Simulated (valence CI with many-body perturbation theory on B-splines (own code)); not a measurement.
# W⁵⁰⁺: magnetic and hyperfine properties of the levels

Computed by valence CI with perturbative core correlation (CI+MBPT): six valence electrons over a frozen Dirac-Fock core [Ar], a basis of 7 s, 7 p, 8 d, 6 f, 4 g, 1 h functions for each j, with the one-electron correlation potential Σ1 (screened to all orders), the two-electron term Σ2, the three-electron term Σ3, Breit, model QED; selected single and double excitations, second order for the rest, scaled by the run's own slope (own B-spline code, finite nucleus).

The last digits are not significant, and no measured levels were compared; by estimate large intervals hold to a few tenths of a per cent, small ones and those within an open d or f shell to about a per cent. Core correlation moves these levels by up to 15000 cm⁻¹, and in measured spectra 5 to 20 % of such shifts remained as error; rates that hang on mixing are uncertain with them. Among the levels kept, up to 1000 cm⁻¹ of a level comes from second order outside the variational space, and about a tenth of that is noise between levels of different J, which matters for small intervals. The list stops below the first excitations out of the core. Only levels of the ground parity were solved; by the run's estimate the other parity begins above the list, which can be wrong where configurations are misplaced.

A/g_I is the dipole constant over the nuclear g factor μ/I (μ in nuclear magnetons, uniformly magnetised nucleus), B/Q the quadrupole constant per barn. Both hold the static response of the core; the bare values leave it out. Large factors of s and p1/2 electrons are usually good to 5 to 10 %; those of open d and f shells near neutrality can be off by tens of per cent, and small factors of p3/2, d and f electrons come from cancelling terms and can be off by a factor of two or in sign, in half-filled shells by more. B is blank for J = 1/2, where it vanishes, and for nearly pure S terms. Energies count from the lowest level. Levels with J = 0 are left out.

Levels are named by their leading jj configuration (3d3/2^4 stands for four electrons in 3d with j = 3/2), which in mixed levels can hold well under half, so a name can repeat and another be missing. Letters in brackets count levels of one name in rising energy.

```
                    Level  E (eV)      g  A/g_I (MHz)  A/g_I bare  B/Q (MHz/b)  B/Q bare
    (3d3/2^4 3d5/2^2) J=4    0.00  1.239        37200       38100        66000     66600
    (3d3/2^4 3d5/2^2) J=2    7.71  1.263        36500       37400       -38800    -39100
(3d3/2^3 3d5/2^3) J=3 [a]   62.93  1.340        23100       24300         3540      3520
(3d3/2^3 3d5/2^3) J=4 [a]   64.35  1.175        39800       40400        56700     57300
(3d3/2^3 3d5/2^3) J=1 [a]   67.82  1.275        37900       38900       -25200    -25400
    (3d3/2^3 3d5/2^3) J=6   72.11  1.099        53900       54400       -63900    -64700
    (3d3/2^3 3d5/2^3) J=5   72.20  1.124        48200       48800        32100     32500
(3d3/2^3 3d5/2^3) J=2 [a]   79.07  0.979        65600       65700       -49000    -49400
(3d3/2^3 3d5/2^3) J=3 [b]   80.52  1.060        58100       58400        15600     15600
(3d3/2^3 3d5/2^3) J=4 [b]   94.17  1.046        60200       60500       -50500    -51000
(3d3/2^3 3d5/2^3) J=2 [b]   94.94  1.113        50600       51100        87800     88700
(3d3/2^3 3d5/2^3) J=1 [b]   95.03  1.202        26600       27300        50200     50700
(3d3/2^3 3d5/2^3) J=3 [c]   96.81  1.056        59600       59900       -79100    -79800
(3d3/2^2 3d5/2^4) J=2 [a]  131.53  1.433         5480        6930       -17300    -17500
(3d3/2^2 3d5/2^4) J=4 [a]  137.54  1.095        51100       51600        12300     12500
(3d3/2^2 3d5/2^4) J=3 [a]  140.88  1.201        36000       36800       -26900    -27200
    (3d3/2^2 3d5/2^4) J=5  141.67  1.087        55200       55600       -47800    -48300
    (3d3/2^2 3d5/2^4) J=6  144.93  1.045        59800       60100       -67700    -68300
(3d3/2^2 3d5/2^4) J=3 [b]  148.45  0.967        68600       68700         1070      1090
    (3d3/2^2 3d5/2^4) J=1  150.99  0.990        67600       67700       -22800    -23000
(3d3/2^2 3d5/2^4) J=4 [b]  152.82  1.041        62200       62500         1400      1350
(3d3/2^2 3d5/2^4) J=2 [b]  154.20  1.045        60300       60600       -44700    -45100
(3d3/2^2 3d5/2^4) J=2 [c]  165.79  0.875        81100       80800        -2130     -2110
(3d3/2^2 3d5/2^4) J=4 [c]  170.38  1.151        44000       44600       -73600    -74300
(3d3/2^2 3d5/2^4) J=2 [d]  188.12  1.022        61400       61600        75500     76300
      (3d3/2 3d5/2^5) J=1  206.62  1.490        -7440       -5830       -14600    -14700
      (3d3/2 3d5/2^5) J=4  218.92  1.024        62300       62600       -25100    -25200
      (3d3/2 3d5/2^5) J=2  225.04  1.181        42600       43300       -81400    -82300
      (3d3/2 3d5/2^5) J=3  227.18  1.059        57100       57500       -73300    -74100
```

Task: Take the isotope of mass number 183, with I = 1/2, μ = 0.11739 μN. What is the hyperfine structure of (3d3/2^3 3d5/2^3) J=3 [a]?

Result: From the table A = 5420 MHz. Shifts from the centre of gravity in MHz: F = 5/2: -10800, F = 7/2: 8130.
